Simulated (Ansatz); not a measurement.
`C[Si](F)(S)Cl` + `C[Si]SC` → `C[Si](C)(F)S` + `CS[Si]Cl`  (redistribution)

Isolated molecules relaxed with PBE0-D4/def2-TZVP in Ansatz; ΔE leaves out vibrations. CCSD(T)/CBS adds triple-zeta CCSD(T) − MP2 to the extrapolated MP2 energy (def2 sets, frozen cores). This one scheme is used for every species. DFT in def2-TZVPP. One conformer a species, not always the lowest.

`C[Si](F)(S)Cl`:

Z-matrix (Å, degrees):
```
C
Si 1 1.843
H 1 1.091 2 110.5
H 1 1.092 2 110.0 3 120.2
H 1 1.093 2 110.4 3 -120.2
F 2 1.593 1 107.8 3 -177.4
S 2 2.117 1 114.8 3 59.6
Cl 2 2.040 1 111.2 3 -59.8
H 7 1.346 2 93.1 1 55.6
```

`C[Si]SC`:

Cartesian coordinates in Å:
```
C 0.329 -2.014 -1.006
Si 1.011 -0.511 -0.060
S -0.821 0.517 0.117
C -0.371 2.029 1.008
H -0.748 -2.031 -1.185
H 0.612 -2.923 -0.462
H 0.846 -2.070 -1.971
H -0.936 2.076 1.938
H -0.621 2.893 0.393
H 0.698 2.034 1.229
```

`C[Si](C)(F)S`:

Cartesian coordinates in Å:
```
C -1.277 0.994 0.192
Si -0.087 -0.213 -0.559
C 0.794 -1.231 0.716
F -0.906 -1.203 -1.519
S 1.282 0.746 -1.900
H -0.749 1.724 0.811
H -1.817 1.536 -0.586
H -2.003 0.476 0.825
H 1.413 -0.597 1.357
H 1.445 -1.966 0.239
H 0.077 -1.758 1.351
H 1.829 1.492 -0.925
```

`CS[Si]Cl`:

Cartesian coordinates in Å:
```
C -0.507 -0.297 0.758
S 1.110 -0.832 0.150
Si 1.728 0.205 -1.596
Cl 0.143 1.526 -1.972
H -1.169 -1.162 0.771
H -0.383 0.082 1.772
H -0.921 0.480 0.118
```

```tsv
species	B2PLYP energy (Eh)
`C[Si](F)(S)Cl`	-1288.04735
`C[Si]SC`	-767.22876
`C[Si](C)(F)S`	-867.80530
`CS[Si]Cl`	-1187.48061
```

Problem. Work out ΔE.

Solution. ΔE = (-867.80530) + (-1187.48061) − (-1288.04735) − (-767.22876) = -0.00980 Eh = -6.1 kcal/mol. CCSD(T)/CBS gives -5.5 kcal/mol.

Largest T1 diagnostic among the species: 0.014.

From PBE to PBE0 (25 % exact exchange), in def2-TZVPP and without D4, ΔE moves by +0.8 kcal/mol.
